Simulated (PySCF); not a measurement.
# Dipole response of Nb²⁺ (niobium, charge +2)

[Kr] 4d3, high-spin 4F determinant. Calculation: PySCF 2.14, in aug-cc-pwCVTZ-PP with ECP28MDF; scalar relativity through the core potential. Coupled (time-dependent) response in atomic units; α is the mean over directions.

```tsv
method	mean α (bohr³)	C₆ (like pair)	S(−4)
PW91	11.84	61.56	75.62
```

S(−4) is the Cauchy moment in α(ω) = α(0) + S(−4) ω² + …

Spin-orbit coupling is absent.

α(iu) at PW91:

| u (hartree) | α(iu) (bohr³) |
| --- | --- |
| 0 | 11.84 |
| 0.0500 | 11.66 |
| 0.100 | 11.17 |
| 0.200 | 9.757 |
| 0.300 | 8.385 |
| 0.500 | 6.363 |
| 0.750 | 4.759 |
| 1.00 | 3.699 |
| 1.50 | 2.393 |
| 2.00 | 1.649 |
| 3.00 | 0.8953 |
| 5.00 | 0.3717 |

A single London oscillator, α(iu) = α/(1 + u²/ω²), gives C₆ = (3/4) ω α². Matching the computed C₆ needs ω = 4 × 61.56 / (3 × 11.84²) = 0.586 hartree.

For an ion, C₆ is the dispersion term alone; charge-induced terms of lower order in 1/R come first.

Energies and moments cover only the electrons outside the core potential.
